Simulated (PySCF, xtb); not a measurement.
CHO2, SMILES O=C=[OH+], charge +1.

GFN2-xTB run with xtb at its own geometry gives an orbital gap of 7.97 eV.

Geometry optimised at B3LYP-D3(BJ)/def2-TZVP. The isomer is the one that the SMILES or the coordinates give; other isomers of the formula were not compared.

Q: What does r2SCAN/def2-TZVPD run with PySCF give? (The exact figures need the calculation; the answer reports its results.)

A: gap 8.88 eV (levels -18.26 and -9.38 eV).
